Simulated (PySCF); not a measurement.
Radial density of Pd³⁸⁺ (palladium, charge +38)

B2PLYP, [He] 2s2 2p4, high-spin 3P determinant. Calculation: PySCF 2.14, in an even-tempered Gaussian basis (17 s from 14 bohr⁻², ratio 2.2; 11 p from 18 bohr⁻², ratio 2.2; 6 d from 79 bohr⁻², ratio 2.4; 5 f from 120 bohr⁻², ratio 2.4; 4 g from 180 bohr⁻², ratio 2.4); the non-relativistic Hamiltonian (point nucleus).

| r (bohr) | 4πr²ρ (e/bohr) | 4πr²(ρα − ρβ) |
| --- | --- | --- |
| 0.000624 | 0.3118 | 0.0000 |
| 0.00105 | 0.8484 | 0.0000 |
| 0.00177 | 2.247 | 0.0000 |
| 0.00297 | 5.691 | 0.0006 |
| 0.00500 | 13.36 | 0.0058 |
| 0.00840 | 27.64 | 0.0438 |
| 0.0141 | 46.27 | 0.2780 |
| 0.0238 | 55.13 | 1.4523 |
| 0.0400 | 43.03 | 5.6599 |
| 0.0673 | 39.64 | 13.7384 |
| 0.113 | 46.95 | 15.2629 |
| 0.190 | 16.78 | 4.6177 |
| 0.320 | 0.6477 | 0.1602 |
| 0.538 | 0.0007950 | 0.0002 |

A non-relativistic calculation at this Z misses sizeable relativistic shifts. Spin-orbit coupling is strong in this species (close to jj coupling), so the high-spin LS determinant is a model state, not a physical level.
